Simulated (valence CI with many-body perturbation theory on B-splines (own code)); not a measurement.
## Energy levels of W67+

Calculated by relativistic CI+MBPT: five valence electrons over a frozen Dirac-Fock core [He], a basis of 11 s, 11 p, 10 d, 8 f, 5 g, 2 h functions for each j, with the one-electron correlation potential Σ1, the two-electron term Σ2, the three-electron term Σ3, Breit, model QED; selected CI, second order for the rest, scaled by the run's own slope (own B-spline code, finite nucleus).

No measured spectrum was set against this ion. As an estimate, large intervals hold to a few tenths of a per cent, small ones and those within an open d or f shell to about a per cent. Among the levels kept, up to 7500 cm⁻¹ of a level comes from second order outside the variational space, and about a tenth of that is noise between levels of different J, which matters for small intervals.

Levels 46 to 90 of 202, with energies above the lowest level, (2s^2 2p1/2^2 2p3/2) J=3/2. "Leading %" is the weight of the configuration and term that name the level; weights of strongly mixed levels are sums over their largest components and can fall short. In the jj column 3d3/2^4 stands for four electrons in 3d with j = 3/2. Lifetimes count E1, E2, E3, M1 and M2 decay at the calculated energies, and are blank where another channel may lead or the interval is too uncertain; long ones can be off by a factor of two.

| No. | Configuration | Term | J | E (× 10³ cm⁻¹) | Leading % | g | Lifetime | Leading jj |
| --- | --- | --- | --- | --- | --- | --- | --- | --- |
| 46 | 2s²2p²3d | ⁴D | 1/2 | 87444 | 79 | 0.246 | 3.79 fs | 2s^2 2p1/2 2p3/2 3d3/2 (100 %) |
| 47 | 2s²2p²3d | ²G | 7/2 | 87537 | 55 | 0.999 | 30.7 fs | 2s^2 2p1/2 2p3/2 3d3/2 (99 %) |
| 48 | 2s²2p²3d | ²D | 5/2 | 87663 | 37 | 1.119 | 559 as | 2s^2 2p1/2 2p3/2 3d3/2 (98 %) |
| 49 | 2s²2p²3d | ²D | 3/2 | 87709 | 47 | 1.098 | 544 as | 2s^2 2p1/2 2p3/2 3d3/2 (99 %) |
| 50 | 2s²2p²3d | ²P | 1/2 | 87789 | 38 | 1.601 | 508 as | 2s^2 2p1/2 2p3/2 3d3/2 (99 %) |
| 51 | 2s²2p²3d | ⁴D | 7/2 | 88205 | 46 | 1.295 | 27.9 fs | 2s^2 2p1/2 2p3/2 3d5/2 (98 %) |
| 52 | 2s²2p²3d | ²P | 3/2 | 88359 | 40 | 1.315 | 876 as | 2s^2 2p1/2 2p3/2 3d5/2 (99 %) |
| 53 | 2s²2p²3d | ²G | 9/2 | 88368 | 65 | 1.164 | 5.91 ps | 2s^2 2p1/2 2p3/2 3d5/2 (100 %) |
| 54 | 2s²2p²3d | ²F | 5/2 | 88378 | 44 | 1.133 | 681 as | 2s^2 2p1/2 2p3/2 3d5/2 (99 %) |
| 55 | 2s²2p²3d | ²D | 5/2 | 88511 | 59 | 1.245 | 476 as | 2s^2 2p1/2 2p3/2 3d5/2 (98 %) |
| 56 | 2s²2p²3d | ²F | 7/2 | 88577 | 70 | 1.122 | 425 as | 2s^2 2p1/2 2p3/2 3d5/2 (98 %) |
| 57 | 2s²2p²3d | ²D | 3/2 | 88632 | 57 | 0.960 | 634 as | 2s^2 2p1/2 2p3/2 3d5/2 (99 %) |
| 58 | 2s²2p²3d | ²P | 1/2 | 88674 | 57 | 1.219 | 603 as | 2s^2 2p1/2 2p3/2 3d5/2 (99 %) |
| 59 | 2s2p³3p | ⁴D | 7/2 | 89038 | 49 | 1.416 | 81.0 fs | 2s 2p1/2^2 2p3/2 3p3/2 (98 %) |
| 60 | 2s2p³3p | ²P | 3/2 | 89117 | 31 | 1.497 | 3.08 fs | 2s 2p1/2^2 2p3/2 3p3/2 (99 %) |
| 61 | 2s2p³3p | ⁴P | 5/2 | 89264 | 38 | 1.401 | 3.31 fs | 2s 2p1/2^2 2p3/2 3p3/2 (99 %) |
| 62 | 2s2p³3p | ²P | 1/2 | 89299 | 40 | 1.400 | 1.93 fs | 2s 2p1/2^2 2p3/2 3p3/2 (99 %) |
| 63 | 2s2p³3p | ²D | 5/2 | 89807 | 33 | 1.255 | 4.01 fs | 2s 2p1/2^2 2p3/2 3p3/2 (99 %) |
| 64 | 2s2p³3d | ⁴D° | 5/2 | 89851 | 30 | 1.234 | 6.47 fs | 2s 2p1/2^2 2p3/2 3d3/2 (99 %) |
| 65 | 2s2p³3d | ⁴D° | 3/2 | 89895 | 29 | 1.334 | 3.04 fs | 2s 2p1/2^2 2p3/2 3d3/2 (100 %) |
| 66 | 2s2p³3d | ²F° | 7/2 | 89921 | 24 | 1.214 | 40.0 fs | 2s 2p1/2^2 2p3/2 3d3/2 (97 %) |
| 67 | 2s2p³3d | ⁴P° | 1/2 | 89932 | 47 | 2.221 | 7.05 fs | 2s 2p1/2^2 2p3/2 3d3/2 (100 %) |
| 68 | 2s2p³3p | ²P | 3/2 | 89951 | 36 | 1.220 | 4.59 fs | 2s 2p1/2^2 2p3/2 3p3/2 (99 %) |
| 69 | 2s2p³3p | ⁴P | 1/2 | 89990 | 39 | 1.743 | 34.5 fs | 2s 2p1/2^2 2p3/2 3p3/2 (99 %) |
| 70 | 2s2p³3d | ²D° | 3/2 | 90552 | 36 | 0.916 | 7.00 fs | 2s 2p1/2^2 2p3/2 3d3/2 (90 %) |
| 71 | 2s2p³3d | ²F° | 5/2 | 90609 | 37 | 0.920 | 13.9 fs | 2s 2p1/2^2 2p3/2 3d3/2 (99 %) |
| 72 | 2s2p³3d | ⁴F° | 9/2 | 90653 | 51 | 1.323 | 5.71 ps | 2s 2p1/2^2 2p3/2 3d5/2 (100 %) |
| 73 | 2s2p³3d | ⁴D° | 1/2 | 90681 | 48 | 0.598 | 2.86 fs | 2s 2p1/2^2 2p3/2 3d3/2 (98 %) |
| 74 | 2s2p³3d | ⁴D° | 5/2 | 90856 | 30 | 1.320 | 789 as | 2s 2p1/2^2 2p3/2 3d5/2 (99 %) |
| 75 | 2s2p³3d | ⁴D° | 7/2 | 90909 | 41 | 1.281 | 498 as | 2s 2p1/2^2 2p3/2 3d5/2 (97 %) |
| 76 | 2s2p³3d | ²D° | 3/2 | 91004 | 35 | 1.154 | 738 as | 2s 2p1/2^2 2p3/2 3d5/2 (90 %) |
| 77 | 2s2p³3d | ²P° | 1/2 | 91125 | 53 | 0.730 | 675 as | 2s 2p1/2^2 2p3/2 3d5/2 (98 %) |
| 78 | 2s2p³3d | ²F° | 7/2 | 91477 | 35 | 1.169 | 2.36 fs | 2s 2p1/2^2 2p3/2 3d5/2 (100 %) |
| 79 | 2s2p³3d | ²D° | 5/2 | 91605 | 39 | 1.137 | 476 as | 2s 2p1/2^2 2p3/2 3d5/2 (99 %) |
| 80 | 2s2p³3d | ²P° | 3/2 | 91620 | 32 | 1.266 | 704 as | 2s 2p1/2^2 2p3/2 3d5/2 (100 %) |
| 81 | 2s²2p²3s | ⁴P | 5/2 | 94054 | 64 | 1.428 | 10.2 fs | 2s^2 2p3/2^2 3s (99 %) |
| 82 | 2s²2p²3s | ²P | 3/2 | 94142 | 54 | 1.154 | 3.30 fs | 2s^2 2p3/2^2 3s (99 %) |
| 83 | 2s²2p²3s | ²S | 1/2 | 94597 | 67 | 1.979 | 5.58 fs | 2s^2 2p3/2^2 3s (99 %) |
| 84 | 2s²2p²3p | ⁴P° | 3/2 | 95046 | 27 | 1.424 | 206 fs | 2s^2 2p3/2^2 3p1/2 (98 %) |
| 85 | 2s²2p²3p | ²D° | 5/2 | 95065 | 38 | 1.167 | 249 fs | 2s^2 2p3/2^2 3p1/2 (98 %) |
| 86 | 2s²2p²3p | ²P° | 1/2 | 95564 | 74 | 0.649 | 250 fs | 2s^2 2p3/2^2 3p1/2 (98 %) |
| 87 | 2s2p³3s | ⁶S° | 5/2 | 95953 | 50 | 1.639 | 13.8 fs | 2s 2p1/2 2p3/2^2 3s (99 %) |
| 88 | 2s2p³3s | ⁴S° | 3/2 | 96193 | 48 | 1.472 | 3.59 fs | 2s 2p1/2 2p3/2^2 3s (99 %) |
| 89 | 2s2p³3s | ⁴D° | 7/2 | 96302 | 99 | 1.391 | 10.9 fs | 2s 2p1/2 2p3/2^2 3s (99 %) |
| 90 | 2s2p³3s | ²D° | 5/2 | 96527 | 76 | 1.205 | 3.86 fs | 2s 2p1/2 2p3/2^2 3s (99 %) |
